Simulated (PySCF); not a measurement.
**How many f electrons in ErS?**

Unrestricted PBE0; PySCF, spin-free X2C with a Gaussian nucleus, basis sets Er x2c-TZVPall, S x2c-TZVPall. The search starts from ions with several 4f fillings and holds each by maximum overlap.

The lowest solution has 2Ms+1 = 5, about 11.1 4f electrons, near 2.26 Å.

The lowest solution of each spin and filling, followed along the bond (rough minima from three points):

```tsv
2Ms+1	4f population	⟨S²⟩ at the start	R at minimum (Å)	Te (eV)
5	11.08	6.00	2.26	0.00
3	11.26	2.78	2.27	0.10
3	11.97	2.01	2.36	0.57
```

Solutions at the starting distance of 2.277 Å, counted from the lowest; the search is not exhaustive:

```
2Ms+1  4f population  E (eV)  ⟨S²⟩  ⟨Lz²⟩  μ (D)
    5          11.08    0.00  6.00    9.0  -6.54
    5          11.05    0.09  6.01   12.1  -6.68
    3          11.26    0.10  2.78   11.8  -6.82
    3          11.23    0.12  2.81   11.6  -6.79
    3          11.08    0.14  3.00    9.0  -6.39
    3          11.97    0.64  2.01    9.0  -9.27
    3          11.98    0.75  2.00    4.0  -9.40
    5          11.04    1.63  6.01   13.0  -8.43
    3          11.47    1.83  3.01   12.3  -2.55
    3          11.45    1.85  3.01   12.4  -2.49
    5          11.08    1.86  6.01   10.0  -5.18
```

Partly filled real f orbitals mix terms, so no term symbols are given. A population far from a whole number shows f orbitals mixing with d and ligand orbitals, not a clean configuration. A positive dipole means Er(−)S(+).

Spin–orbit coupling is left out. Counting both spins, an empty level lies below a filled one in some of these solutions, because spin and occupation are held. With d or f electrons several states lie close, and the lowest PBE0 determinant need not be the measured ground state.
